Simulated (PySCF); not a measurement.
Bond energies at r²SCAN/def2-SVP beside a composite method

PySCF, lowest determinants of a PBE0 search. The composite is CCSD(T) extrapolated to the basis-set limit from two correlation-consistent sets, with core-valence (CV) and scalar-relativistic (SR) terms as its label shows; it has no spin–orbit coupling and nothing beyond (T).

| species | state (unpaired electrons) | De r²SCAN (eV) | De composite (eV) | composite | dissociates to |
| --- | --- | --- | --- | --- | --- |
| TeF | doublet (π ↑) | 3.32 | 3.58 | CCSD(T)/CBS(TQ)+CV | Te + F |
| CdF | doublet (σ ↑) | 2.56 | 2.54 | CCSD(T)/CBS(DT) | Cd + F |
| SrH | doublet (σ ↑) | 1.99 | 1.74 | CCSD(T)/CBS(DT) | Sr + H |
| AsF | triplet (π ↑↑) | 4.17 | 4.12 | CCSD(T)/CBS(DT) | As + F |
| TeO | triplet (π ↑↑) | 3.91 | 4.06 | CCSD(T)/CBS(TQ) | Te + O |
| K2 | singlet (closed shell) | 0.41 | 0.55 | CCSD(T)/CBS(DT) | K + K |
| InH | singlet (closed shell) | 2.64 | 2.77 | CCSD(T)/CBS(DT) | In + H |
| TlI | singlet (closed shell) | 3.63 | 3.57 | CCSD(T)/CBS(DT)+CV | Tl + I |

**Question.** Does r²SCAN bind more or less than the composite, by how much on average, and where is the difference largest?

**Answer.** r²SCAN/def2-SVP binds about as much on average, method and basis taken together: the mean signed difference is -0.04 eV and the mean absolute one 0.13 eV; it is largest for TeF (-0.26 eV).

The molecules are drawn from runs that passed checks on state, spin purity and fit, so the hardest cases are missing and the errors look smaller than over all diatomics.

Correlated steps freeze the inner cores (4 to 14 orbitals); shallow outer-core shells are correlated. Closed-shell solutions of metal pairs were not tested for spin polarisation, which can lower them a little. Weak bonds: K2. Basis-set superposition, not corrected here, can be much of De in a small basis, most of all at correlated wavefunction levels. Functionals without a dispersion term scatter widely for such bonds, and LDA overbinds them. Spin–orbit coupling is left out, which matters for elements this heavy, above all for dissociation energies. Where the molecule has an RHF reference, its open-shell atoms are computed with UHF. The CCSD T1 diagnostic is raised in TeO, a sign that a single reference may not be enough there. States were picked by a PBE0 search and need not be the measured ground states.
